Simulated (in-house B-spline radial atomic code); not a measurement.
# Dy2+: [Ne] 3s2 (3p1/2)2 (3p3/2)3 3d10 4s2 4p6 4d10 4f10 5s2 5p6 6s1 (with a hole in an inner shell)

All numbers are computed (Dirac-Kohn-Sham relativistic LDA, spherical fractional occupations; Fermi nucleus of rms radius 5.2218 fm) with an all-electron radial atomic-structure program (B-spline basis), not measured.

Screening seen three ways: the hydrogenic charge with the same mean radius, Z_r = [3n² - l(l+1)]/(2<r>), the one with the same energy, Z_e = n√(-2ε), and Slater's rules. Values are occupation-weighted means over j. An effective charge above Z reflects the relativistic contraction of the inner shells.

```json
{"shell": "1s", "electrons": "2", "ε (eV)": "-53329", "<r> (bohr)": "0.02121", "Z_r": "70.73", "Z_e": "62.61", "Slater": "65.70"}
{"shell": "2s", "electrons": "2", "ε (eV)": "-8946.3", "<r> (bohr)": "0.08949", "Z_r": "67.05", "Z_e": "51.29", "Slater": "61.85"}
{"shell": "2p", "electrons": "6", "ε (eV)": "-7997.1", "<r> (bohr)": "0.07922", "Z_r": "63.12", "Z_e": "48.49", "Slater": "61.85"}
{"shell": "3s", "electrons": "2", "ε (eV)": "-2028.7", "<r> (bohr)": "0.234", "Z_r": "57.69", "Z_e": "36.63", "Slater": "55.10"}
{"shell": "3p", "electrons": "5", "ε (eV)": "-1743.7", "<r> (bohr)": "0.2312", "Z_r": "54.06", "Z_e": "33.96", "Slater": "55.10"}
{"shell": "3d", "electrons": "10", "ε (eV)": "-1334.4", "<r> (bohr)": "0.211", "Z_r": "49.76", "Z_e": "29.71", "Slater": "45.85"}
{"shell": "4s", "electrons": "2", "ε (eV)": "-419.41", "<r> (bohr)": "0.5269", "Z_r": "45.55", "Z_e": "22.21", "Slater": "39.10"}
{"shell": "4p", "electrons": "6", "ε (eV)": "-320.08", "<r> (bohr)": "0.5562", "Z_r": "41.36", "Z_e": "19.40", "Slater": "39.10"}
{"shell": "4d", "electrons": "10", "ε (eV)": "-180.18", "<r> (bohr)": "0.6007", "Z_r": "34.96", "Z_e": "14.56", "Slater": "27.85"}
{"shell": "5s", "electrons": "2", "ε (eV)": "-69.594", "<r> (bohr)": "1.274", "Z_r": "29.43", "Z_e": "11.31", "Slater": "12.75"}
{"shell": "5p", "electrons": "6", "ε (eV)": "-45.427", "<r> (bohr)": "1.483", "Z_r": "24.61", "Z_e": "9.14", "Slater": "12.75"}
{"shell": "4f", "electrons": "10", "ε (eV)": "-28.393", "<r> (bohr)": "0.7748", "Z_r": "23.23", "Z_e": "5.78", "Slater": "17.85"}
{"shell": "6s", "electrons": "1", "ε (eV)": "-16.888", "<r> (bohr)": "3.216", "Z_r": "16.79", "Z_e": "6.68", "Slater": "4.20"}
```

The least bound orbital is 6s1/2 at -16.89 eV, and it is also the most diffuse (<r> = 3.216 bohr). The part-filled 3p shell lies below the filled 5p shell in orbital energy.

For the 1s electron the small component carries 6.03 % of the norm, the zero-frequency Breit interaction raises the level by 164.7 eV, self-energy by 99.77 eV, and vacuum polarisation lowers it by 16.74 eV.
